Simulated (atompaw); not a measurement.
Reading a pseudo-wave (indium)

Columns: radius, all-electron u(r) and pseudo u(r) of the 5p shell (level -12.19 eV) of indium in the configuration [Kr] 4d10 5s1.5 5p0; PBEsol, scalar-relativistic, PAW (atompaw) scheme, atompaw 4.2.0.5.

```
r (bohr)  all-electron  pseudo
   0.110       -0.0550  0.0044
   0.219        0.1668  0.0172
   0.329        0.1219  0.0383
   0.438       -0.0533  0.0665
   0.548       -0.2063  0.1016
   0.658       -0.2810  0.1422
   0.767       -0.2799  0.1867
   0.877       -0.2241  0.2345
   0.987       -0.1360  0.2839
   1.096       -0.0340  0.3330
   1.206        0.0721  0.3817
   1.315        0.1730  0.4278
   1.425        0.2665  0.4713
   1.535        0.3496  0.5108
   1.644        0.4209  0.5456
   1.754        0.4816  0.5758
   1.863        0.5313  0.6008
   1.973        0.5713  0.6209
   2.083        0.6021  0.6361
   2.192        0.6244  0.6466
   2.302        0.6394  0.6528
   2.412        0.6478  0.6550
   2.521        0.6504  0.6537
   2.631        0.6480  0.6491
   2.740        0.6413  0.6415
   2.850        0.6309  0.6309
```

Question: How many radial nodes do the two functions have?

Answer: The all-electron 5p function has n − l − 1 = 3; the pseudo-wave has 0, since the states of the same l below it are removed with the core.

Question: Is the pseudo-wave norm-conserving?

Answer: No, it belongs to a PAW set: the norm inside the radius is not constrained, and the difference is carried by the augmentation charge.
